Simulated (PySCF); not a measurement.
Si(H)(NH2) (H3NSi), SMILES N[SiH] (connectivity only; charge and spin as stated), neutral, multiplicity 1.

The structure is a stationary point at B3LYP-D3(BJ)/def2-TZVP.

Calculation: TDDFT-ωB97X/def2-TZVPD run with PySCF.

Vertical excitations. Gas-phase values at a fixed geometry. State labels are in the subgroup Cs.

**Question.** Give excitation energies, oscillator strengths and character. (An estimate is asked for; the answer gives what the named calculation found.)

**Answer.** 
```
state  symmetry  energy (eV)  λ (nm)      f                          main pairs
-----  --------  -----------  ------  -----  ----------------------------------
S1           A"         3.54     351  0.032                      HOMO→LUMO 99 %
S2           A'         5.72     217  0.118                    HOMO→LUMO+1 87 %
S3           A'         6.56     189  0.158                    HOMO→LUMO+2 90 %
S4           A'         6.62     187  0.168                    HOMO−1→LUMO 90 %
S5           A"         7.28     170  0.015                    HOMO−2→LUMO 86 %
S6           A"         7.36     168  0.073                  HOMO−1→LUMO+1 84 %
S7           A'         7.47     166  0.150  HOMO→LUMO+3 51 %, HOMO→LUMO+5 44 %
S8           A"         7.93     156  0.175                    HOMO→LUMO+6 95 %
S9           A'         8.07     154  0.021                    HOMO→LUMO+4 82 %
S10          A'         8.11     153  0.055  HOMO→LUMO+5 44 %, HOMO→LUMO+3 40 %
T1           A"         2.29     540      0                      HOMO→LUMO 96 %
T2           A'         4.72     263      0  HOMO→LUMO+1 66 %, HOMO→LUMO+3 20 %
T3           A'         5.05     245      0                    HOMO−1→LUMO 95 %
T4           A"         6.44     192      0                    HOMO−2→LUMO 91 %
```
Triplets are in the Tamm–Dancoff approximation, which puts them higher than full response would, so one can lie above its singlet here.
